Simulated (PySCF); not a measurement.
## `CC#C[Si@H]1P[Si@H](F)P1`, C3H7FP2Si2

Geometry (Å), atoms numbered from 1 in this order:
```xyz
15

C     3.3208    0.7638   -0.6680
C     2.1219    0.2870   -0.0224
C     1.1277   -0.1182    0.5287
Si   -0.4260   -0.7094    1.3221
P    -1.9901    0.9495    1.5125
Si   -3.0310   -0.2496   -0.0906
F    -4.4953   -0.6837    0.4256
P    -1.6622   -2.0436   -0.0649
H     3.2924    0.5239   -1.7306
H     3.4026    1.8437   -0.5490
H     4.1939    0.2911   -0.2195
H    -0.1860   -1.3636    2.6116
H    -1.3837    1.8320    0.6356
H    -3.2943    0.3941   -1.3681
H    -0.9951   -1.7090   -1.2298
```

The calculation used TDDFT PBE0/def2-SVPD circular dichroism and optical rotation, one conformer, gas phase in PySCF 2.14.0. Geometry: GFN2-xTB.

Singlets 7 and 8 lie within 0.01 eV of each other, so their separate moments and overlaps can depend on how they mix.

Question: Draw the ECD and absorption spectra from the lowest 8 states, each a Gaussian of half-width 0.25 eV at 1/e height.

Answer: 
| E (eV) | λ (nm) | Δε (L mol⁻¹ cm⁻¹) | ε (L mol⁻¹ cm⁻¹) |
| --- | --- | --- | --- |
| 4.00 | 310 | 0.00 | 8.96 |
| 4.15 | 299 | 0.00 | 74.7 |
| 4.30 | 289 | +0.03 | 348 |
| 4.45 | 279 | +0.14 | 1030 |
| 4.60 | 270 | +0.29 | 2070 |
| 4.75 | 261 | +0.26 | 2590 |
| 4.90 | 253 | +0.06 | 1820 |
| 5.05 | 246 | +0.02 | 752 |
| 5.20 | 239 | +0.29 | 571 |
| 5.35 | 232 | +0.94 | 1270 |
| 5.50 | 226 | +1.89 | 1960 |
| 5.65 | 220 | +3.42 | 1970 |

Δε uses R in velocity form, ε uses f in length form. Only the states computed contribute, so the short-wavelength end is incomplete.
